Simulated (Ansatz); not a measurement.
The cluster Al4H5⁺, relaxed as a singlet with RKS B3LYP-D4/def2-SVP in Ansatz, starting from the GFN1-xTB geometry. Force threshold 0.02 eV/Å.

Another isomer (singlet) lies 0.54 eV lower at PBE0-D4/def2-TZVP; other spin states weren't run for this one.

Start:

```xyz
9

Al    2.8827   -2.1495    0.0424
Al    0.4846   -1.2794    0.4423
Al   -0.6848    0.9112    0.0308
Al   -1.9792    2.9954   -0.6485
H    -0.6202    2.0889    1.1276
H     1.0143   -2.4209   -0.8925
H    -2.2739    0.7122   -0.2374
H    -0.1791    1.6173   -1.3429
H     1.3555   -2.4751    1.4783
```

```json
{"step": "1", "energy (eV)": "-26454.6183", "largest force component (eV/Å)": "2.125", "SCF passes": "15"}
{"step": "2", "energy (eV)": "-26455.0995", "largest force component (eV/Å)": "0.432", "SCF passes": "18"}
{"step": "3", "energy (eV)": "-26455.2247", "largest force component (eV/Å)": "0.252", "SCF passes": "18"}
{"step": "4", "energy (eV)": "-26455.2948", "largest force component (eV/Å)": "0.225", "SCF passes": "17"}
{"step": "5", "energy (eV)": "-26455.3493", "largest force component (eV/Å)": "0.113", "SCF passes": "18"}
{"step": "6", "energy (eV)": "-26455.3888", "largest force component (eV/Å)": "0.082", "SCF passes": "18"}
{"step": "7", "energy (eV)": "-26455.4143", "largest force component (eV/Å)": "0.100", "SCF passes": "18"}
{"step": "8", "energy (eV)": "-26455.4254", "largest force component (eV/Å)": "0.146", "SCF passes": "16"}
{"step": "9", "energy (eV)": "-26455.4262", "largest force component (eV/Å)": "0.151", "SCF passes": "17"}
{"step": "10", "energy (eV)": "-26455.4413", "largest force component (eV/Å)": "0.019", "SCF passes": "16"}
{"step": "11", "energy (eV)": "-26455.4419", "largest force component (eV/Å)": "0.020", "SCF passes": "14"}
{"step": "12", "energy (eV)": "-26455.4421", "largest force component (eV/Å)": "0.022", "SCF passes": "14"}
{"step": "13", "energy (eV)": "-26455.4421", "largest force component (eV/Å)": "0.013", "SCF passes": "12"}
```

Force components are those of the run's own axes.

End:

```xyz
9

Al    2.6224   -3.5103    0.4034
Al    0.8617   -1.1362    0.1388
Al   -0.6960    0.9412   -0.1047
Al   -2.2412    2.9776   -0.3529
H    -0.8416    2.1054    1.0473
H     1.4696   -2.3105   -0.8781
H    -2.3206    0.7978   -0.3016
H    -0.5424    2.0330   -1.3238
H     1.6880   -1.8979    1.3714
```

By distances, no bond broke or formed. The bond that changes most is Al1–Al2, from 2.58 to 2.97 Å (atoms count from 1).

The force fell under the threshold at step 10, but the optimiser went on. No frequencies were taken in this run, so the end may be a saddle point.

Hardware: 4 threads of Arm Neoverse V1 on a shared host. Wall time 13 s.
